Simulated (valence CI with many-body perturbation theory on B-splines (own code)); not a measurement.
Re²⁴⁺: calculated level list

Calculated by valence CI with perturbative core correlation (CI+MBPT): five valence electrons over a frozen Dirac-Fock core [Kr] 4d10, radial functions for each j: 7 s, 7 p, 7 d, 7 f, 4 g, 2 h, with the one-electron correlation potential Σ1, the two-electron term Σ2, the three-electron term Σ3, Breit, model QED; selected CI, second order for the rest, scaled by the run's own slope (own B-spline code, finite nucleus).

No measured levels were compared; by estimate terms of the open shell hold to a few per cent of their energy, and close levels can change places. Core correlation moves these levels by up to 3600 cm⁻¹, and in measured spectra 5 to 20 % of such shifts remained as error; rates that hang on mixing are uncertain with them. Among the levels kept, up to 810 cm⁻¹ of a level comes from second order outside the variational space, and about a tenth of that is noise between levels of different J, which matters for small intervals. Only levels of the ground parity were solved; by the run's estimate the other parity begins above the list, which can be wrong where configurations are misplaced.

Levels 1 to 45 of 52, with energies above the lowest level, 4f⁵ ⁶H°_5/2. "Leading %" is the weight of the configuration and term that name the level; weights of strongly mixed levels are sums over their largest components and can fall short. In the jj column 3d3/2^4 stands for four electrons in 3d with j = 3/2. Lifetimes count E1, E2, E3, M1 and M2 decay at the calculated energies, and are blank where another channel may lead or the interval is too uncertain; long ones can be off by a factor of two.

| No. | Configuration | Term | J | E (eV) | Leading % | Lifetime | Leading jj |
| --- | --- | --- | --- | --- | --- | --- | --- |
| 1 | 4f⁵ | ⁶H° | 5/2 | 0.000 | 68 |  | 4f5/2^5 (50 %) |
| 2 | 4f⁵ | ⁶H° | 7/2 | 1.410 | 81 | 9.53 ms | 4f5/2^4 4f7/2 (66 %) |
| 3 | 4f⁵ | ⁶H° | 9/2 | 2.656 | 87 | 10.6 ms | 4f5/2^3 4f7/2^2 (60 %) |
| 4 | 4f⁵ | ⁶F° | 5/2 | 3.081 | 49 | 7.10 ms | 4f5/2^4 4f7/2 (43 %) |
| 5 | 4f⁵ | ⁶F° | 3/2 | 3.124 | 70 | 23.0 ms | 4f5/2^4 4f7/2 (70 %) |
| 6 | 4f⁵ | ⁶F° | 1/2 | 3.259 | 82 | 5.58 s | 4f5/2^4 4f7/2 (51 %) |
| 7 | 4f⁵ | ⁶H° | 11/2 | 3.706 | 83 | 18.6 ms | 4f5/2^3 4f7/2^2 (47 %) |
| 8 | 4f⁵ | ⁶F° | 7/2 | 4.304 | 69 | 10.3 ms | 4f5/2^3 4f7/2^2 (49 %) |
| 9 | 4f⁵ | ⁶H° | 13/2 | 4.570 | 73 | 44.3 ms | 4f5/2^3 4f7/2^2 (41 %) |
| 10 | 4f⁵ | ⁶H° | 15/2 | 5.083 | 48 | 445 ms | 4f5/2^4 4f7/2 (46 %) |
| 11 | 4f⁵ | ⁶F° | 9/2 | 5.489 | 77 | 18.5 ms | 4f5/2^3 4f7/2^2 (44 %) |
| 12 | 4f⁵ | ⁶F° | 5/2 | 6.180 | 35 | 922 μs | 4f5/2^3 4f7/2^2 (57 %) |
| 13 | 4f⁵ | ⁶F° | 11/2 | 6.587 | 76 | 38.9 ms | 4f5/2^3 4f7/2^2 (38 %) |
| 14 | 4f⁵ | ⁴M° | 15/2 | 6.699 | 47 | 9.03 ms | 4f5/2^4 4f7/2 (42 %) |
| 15 | 4f⁵ | ⁴F° | 3/2 | 7.095 | 76 | 1.42 ms | 4f5/2^3 4f7/2^2 (69 %) |
| 16 | 4f⁵ | ⁴I° | 9/2 | 7.568 | 68 | 1.60 ms | 4f5/2^3 4f7/2^2 (50 %) |
| 17 | 4f⁵ | ⁴L° | 13/2 | 7.584 | 44 | 3.48 ms | 4f5/2^4 4f7/2 (48 %) |
| 18 | 4f⁵ | ⁴K° | 11/2 | 7.663 | 50 | 2.11 ms | 4f5/2^4 4f7/2 (45 %) |
| 19 | 4f⁵ | ⁴P° | 5/2 | 8.065 | 32 | 1.56 ms | 4f5/2^3 4f7/2^2 (52 %) |
| 20 | 4f⁵ | ⁴G° | 7/2 | 8.074 | 47 | 1.19 ms | 4f5/2^3 4f7/2^2 (50 %) |
| 21 | 4f⁵ | ⁴M° | 17/2 | 8.489 | 66 | 5.80 ms | 4f5/2^3 4f7/2^2 (94 %) |
| 22 | 4f⁵ | ²P° | 1/2 | 9.001 | 64 | 1.39 ms | 4f5/2^4 4f7/2 (46 %) |
| 23 | 4f⁵ | ⁶P° | 3/2 | 9.331 | 51 | 4.93 ms | 4f5/2^3 4f7/2^2 (73 %) |
| 24 | 4f⁵ | ⁴L° | 15/2 | 9.496 | 34 | 3.13 ms | 4f5/2^3 4f7/2^2 (65 %) |
| 25 | 4f⁵ | ⁴G° | 9/2 | 9.518 | 53 | 3.05 ms | 4f5/2^3 4f7/2^2 (75 %) |
| 26 | 4f⁵ | ⁴M° | 19/2 | 9.701 | 66 | 33.2 ms | 4f5/2^3 4f7/2^2 (65 %) |
| 27 | 4f⁵ | ⁴F° | 5/2 | 9.852 | 58 | 1.03 ms | 4f5/2^2 4f7/2^3 (52 %) |
| 28 | 4f⁵ | ²K° | 15/2 | 10.181 | 26 | 1.51 ms | 4f5/2^3 4f7/2^2 (57 %) |
| 29 | 4f⁵ | ⁴K° | 13/2 | 10.208 | 37 | 2.23 ms | 4f5/2^3 4f7/2^2 (60 %) |
| 30 | 4f⁵ | ⁴H° | 11/2 | 10.229 | 39 | 5.50 ms | 4f5/2^3 4f7/2^2 (53 %) |
| 31 | 4f⁵ | ⁴H° | 7/2 | 10.236 | 45 | 1.58 ms | 4f5/2^3 4f7/2^2 (45 %) |
| 32 | 4f⁵ | ⁴M° | 21/2 | 10.309 | 61 | 425 ms | 4f5/2^3 4f7/2^2 (69 %) |
| 33 | 4f⁵ | ²G° | 9/2 | 10.392 | 24 | 1.36 ms | 4f5/2^4 4f7/2 (46 %) |
| 34 | 4f⁵ | ⁴I° | 11/2 | 10.707 | 50 | 1.07 ms | 4f5/2^2 4f7/2^3 (63 %) |
| 35 | 4f⁵ | ⁴L° | 17/2 | 10.720 | 43 | 29.5 ms | 4f5/2^3 4f7/2^2 (77 %) |
| 36 | 4f⁵ | ⁴D° | 7/2 | 10.822 | 45 | 1.76 ms | 4f5/2^3 4f7/2^2 (49 %) |
| 37 | 4f⁵ | ⁴I° | 13/2 | 10.856 | 38 | 2.00 ms | 4f5/2^3 4f7/2^2 (64 %) |
| 38 | 4f⁵ | ⁶P° | 5/2 | 11.168 | 40 | 1.38 ms | 4f5/2^3 4f7/2^2 (51 %) |
| 39 | 4f⁵ | ⁴H° | 13/2 | 11.341 | 47 | 2.15 ms | 4f5/2^3 4f7/2^2 (66 %) |
| 40 | 4f⁵ | ⁴D° | 3/2 | 11.544 | 55 | 940 μs | 4f5/2^2 4f7/2^3 (60 %) |
| 41 | 4f⁵ | ⁴F° | 7/2 | 11.736 | 43 | 1.13 ms | 4f5/2^2 4f7/2^3 (48 %) |
| 42 | 4f⁵ | ⁴H° | 9/2 | 11.745 | 34 | 1.18 ms | 4f5/2^2 4f7/2^3 (49 %) |
| 43 | 4f⁵ | ⁴G° | 7/2 | 11.784 | 61 | 987 μs | 4f5/2^3 4f7/2^2 (49 %) |
| 44 | 4f⁵ | ⁴K° | 17/2 | 11.944 | 56 | 2.46 ms | 4f5/2^2 4f7/2^3 (87 %) |
| 45 | 4f⁵ | ⁴G° | 5/2 | 12.161 | 78 | 1.49 ms | 4f5/2^2 4f7/2^3 (54 %) |

Names give the largest LS component (configuration and term), which can be under half, so a name can repeat, a term be missing and a line seem to break the LS rules; names also repeat where a configuration has a term twice.

Where two levels of one J and parity lie close, their mixing, g and order are uncertain.

The ionisation energy to 4f⁴ ⁵I4 of the next ion comes out as 737.08 eV (NIST: 760 ± 40 eV (theoretical)). All 52 levels together are meant to be complete up to 12.801 eV.
